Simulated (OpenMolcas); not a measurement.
## Fe5+, Ru5+, Os5+: d3 down the group

```yaml
Program: OpenMolcas 26.06
Method: MS-CASPT2, IPEA 0.25 Eh, imaginary shift 0.1 Eh
Basis: ANO-RCC-VQZP
Scalar_Hamiltonian: DKH2, point nucleus
Spin-orbit_coupling: state interaction with AMFI integrals over the reference wave functions, term energies averaged over their components
```

Active space for each ion: 3 electrons in 10 orbitals (d d); closed shells correlated by CASPT2: Fe5+ 3s 3p; Ru5+ 4s 4p; Os5+ 5s 5p.

Computed levels in cm-1 above 4F 3/2:

```
                               Level   Fe5+   Ru5+   Os5+
                              4F 5/2    523   1388   6340
                              4F 7/2   1227   3070  11350
                              4F 9/2   2090   4910  14640
                              4P 1/2  19450  13740  16890
                              4P 5/2  20300  15930  25180
                              2G 7/2  20830  15770  22870
                              2G 9/2  21560  16840  37050
                              2P 1/2  26920  20050  28760
                              2H 9/2  29180  22170  24100
weight of 4F in the lowest level (%)    100     98     82
```

Mixed levels, with the weight of the term that names them: Ru5+ 2G 9/2 (75 %), Os5+ 4F 9/2 (57 %), Os5+ 4P 1/2 (66 %), Os5+ 2G 9/2 (57 %), Os5+ 2P 1/2 (66 %), Os5+ 2H 9/2 (56 %).

Measured, with the error of the calculation in %. Measured levels: Fe5+ from Corliss and Sugar, J. Phys. Chem. Ref. Data 11, 135 (1982); Os5+ from the list in Brasseur, Palmeri and Quinet, Atoms 13, 11 (2025).

```csv
Level,Fe5+,Os5+
4F 5/2,511 (+2.3),6397 (-0.9)
4F 7/2,1188 (+3.3),11444 (-0.8)
4F 9/2,2001 (+4.4),14678 (-0.2)
4P 1/2,18738 (+3.8),16772 (+0.7)
4P 5/2,19611 (+3.5),24828 (+1.4)
2G 7/2,20616 (+1.0),22920 (-0.2)
2G 9/2,21315 (+1.1),37019 (+0.1)
2P 1/2,26496 (+1.6),28860 (-0.3)
2H 9/2,28724 (+1.6),24028 (+0.3)
```

The fine-structure level 4F 9/2 changes by a factor of 7 from Fe5+ to Os5+.

Without spin-orbit coupling 4P lies 18790, 12230, 11570 cm-1 above 4F in that order; the difference to the level 4P 1/2, of either sign, comes from spin-orbit coupling, which also lowers the zero.

Term energies are means over components that CASPT2 splits; among the terms shown or strongly mixed into the levels shown the widest spread is 820 cm-1 (3d3 4F, Fe5+). Active for correlation alone: 4d; no level in the range computed is led by a configuration that fills it, so any true level of that kind is missing (holds for Fe5+). Active for correlation alone: 5d; no level in the range computed is led by a configuration that fills it, so any true level of that kind is missing (holds for Ru5+). Active for correlation alone: 6d; no level in the range computed is led by a configuration that fills it, so any true level of that kind is missing (holds for Os5+). Computed and measured levels are paired by configuration, term and J; levels that our copy of the source lacks, or whose pairing is in doubt (as where it misses far off the trend of its configuration), stay unpaired and out of the deviations. Only configurations of the active space appear.
